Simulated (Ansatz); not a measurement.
System: RbCl (charge 0, singlet). 
Geometry from a B3LYP-D3(BJ)/def2-TZVP (Ansatz, a first-principles code) optimisation:
SMILES: [Cl][Rb]
```xyz
2

Rb     0.0000     0.0000    -0.9024
Cl     0.0000     0.0000     1.9640
```
Charge 0, spin multiplicity 1.

Total electronic energies in hartree. Valence correlation only, unless marked. Spin-orbit coupling is left out. The frozen core is the preceding noble-gas configuration, with the filled d and f shells of earlier blocks. The outer core of K, Ca and their heavier congeners is not correlated, a term that matters for these elements. In def2 rows, elements after Kr have scalar-relativistic effective core potentials. CBS marks a two-point X^-3 extrapolation of the correlation energy; Hartree-Fock from the larger set.

```tsv
level	program	energy (Eh)
RI-HF/def2-QZVPP	Ansatz	-483.40932
PBE-D3(BJ)/def2-TZVPD	Ansatz + dftd3	…
MP2/def2-SVPD	Ansatz	-483.40598
MP2/CBS(def2-TZVPPD,def2-QZVPPD)	Ansatz	-483.6479
CCSD/def2-TZVPP	Ansatz	-483.61129
CCSD/def2-QZVPP	Ansatz	-483.64750
CCSD/def2-QZVPPD	Ansatz	-483.64786
CCSD(T)/def2-SVPD	Ansatz	-483.42145
CCSD(T)/CBS(def2-TZVPPD,def2-QZVPPD)	Ansatz	-483.6741
```

Problem. Complete the blanks.

Solution. 
- PBE-D3(BJ)/def2-TZVPD, energy (Eh): -484.19563
